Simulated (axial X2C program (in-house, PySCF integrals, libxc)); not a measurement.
GaB⁺: from the spin-free to the two-component result

Computed with an in-house all-electron X2C program for linear molecules (integrals from PySCF). Spin-free means the one-electron spin-free X2C Hamiltonian; two-component (2c) means X2C with spin–orbit coupling and atomic mean-field two-electron Coulomb and Gaunt terms, so the difference of the two also holds small scalar two-electron terms. Basis: Ga dyall-cv3z [9s9p7d4f1g], B dyall-v3z [7s6p2d1f] (cores contracted in-house); Gaussian nuclei, density fitting, unrestricted open shells. Masses: Ga 68.926 u, B 11.009 u.

Spin-free state: M_S = 1/2, Λ = 0 (beyond evenly filled blocks: σα); fragments Ga+ + B.

```
level  Re (Å)  ωe (cm⁻¹)  De (eV)  μ (D)
 PBE0   2.786      208.5    0.897   2.36
   HF   2.895      188.6    0.559   1.99
  MP2   2.778      208.6    0.705    n/a
TPSSh   2.792      208.8    0.896   2.33
```

Correlated methods: 15 electrons correlated (number of frozen shells: Ga 3 s, 2 p; B 1 s), 239 virtual spin orbitals or spinors in MP2.

Dipoles are positive if B is the positive end and refer to the centre of mass.

Two-component determinant lowest at the distance of the search:

Ω = 1/2 (⟨Sz⟩ = 0.50, ⟨Lz⟩ = 0.00 at HF); fragments Ga+ + B.

```tsv
level	Re (Å)	ωe (cm⁻¹)	De (eV)	μ (D)
PBE0	2.787	208.4	0.897	2.36
HF	2.895	188.5	0.559	1.98
MP2	2.779	208.4	0.704	n/a
TPSSh	2.793	208.7	0.895	2.33
```

**Question.** From the two tables, how do the constants change at the MP2 level (2c against spin-free)?

**Answer.** At the MP2 level Re rises by 0.001 Å and ωe stays the same within 0.2 cm⁻¹; De changes by -0.001 eV.

Occupations by symmetry block were frozen at the best pattern of an incomplete PBE0 search. De is counted from the lowest determinant-based energies of the atoms at the same level, without counterpoise correction. Density functionals use the spin component along the axis (collinear). The 2c atoms are single determinants rather than J levels; their spin–orbit lowering is only partly caught, and De is too large by that part. This holds for PBE0, TPSSh. Without a current term, density functionals place determinants with orbital angular momentum somewhat too high.
